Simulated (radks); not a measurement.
Question: Ta LIII, configuration [Ar] 3d3 (the NIST ground configuration). All-electron calculation, Dirac Kohn-Sham, relativistic LDA (MacDonald-Vosko exchange, VWN5 correlation), spin-unpolarised, spherical densities, finite nucleus; open shells fill j = l - 1/2 first; Fermi nuclear charge, rms radius 5.3507 fm. Program: a radial shooting solver on a logarithmic mesh with Libxc functionals.

Spin-orbit splittings of the eigenvalues, e(l+1/2) - e(l-1/2), with zeta = 2 splitting/(2l+1) and mean radii in bohr:

shell  occ.  splitting (eV)  zeta (eV)  <r> j=l-1/2  <r> j=l+1/2
2p        6            1269      846.1      0.06467      0.07230
3p        6               ?          ?       0.1829       0.1950
3d        3           72.74      29.09       0.1680       0.1717
4p        0           117.4      78.29       0.3627       0.3792

Estimate the 3p splitting.

Answer: 314.3 eV (zeta = 209.5 eV).
